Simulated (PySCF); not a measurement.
C3H8GeO, SMILES C/C=C/[O][GeH3]. Heavy atoms are numbered as in [CH3:1]/[CH:2]=[CH:3]/[O:4][GeH3:5]. Hydrogens are named by the atom that carries them.

Geometry optimised at B3LYP-D3(BJ)/def2-SVP. The structure was generated by enumeration; whether it is a known compound was not checked. Other conformers were not sampled.

These are PBE/def2-TZVP (PySCF) values and carry that method's errors.

ESP charges are fitted to the potential on shells at 1.4 to 2.0 van der Waals radii. Atomic charges (e), one atom of each kind:

| atom | IAO | ESP fit | Mulliken |
|---|---|---|---|
| C1 (CH3) | -0.42 | ? | -0.33 |
| C2 (CH) | -0.21 | ? | -0.12 |
| C3 (CH) | 0.03 | ? | 0.01 |
| O4 | -0.52 | ? | -0.31 |
| Ge5 (GeH3) | 0.67 | 0.31 | 0.25 |
| H on C1 | 0.15 | 0.14 | 0.12 |
| H on C2 | 0.15 | 0.12 | 0.09 |
| H on C3 | 0.11 | 0.15 | 0.07 |
| H on Ge5 | -0.09 | -0.04 | 0.00 |

Q: Fill in the missing entries. (The exact figures need the calculation; the answer reports its results.)

A: 
- C1 (CH3), ESP fit: -0.46
- C2 (CH), ESP fit: -0.04
- C3 (CH), ESP fit: -0.12
- O4, ESP fit: -0.27
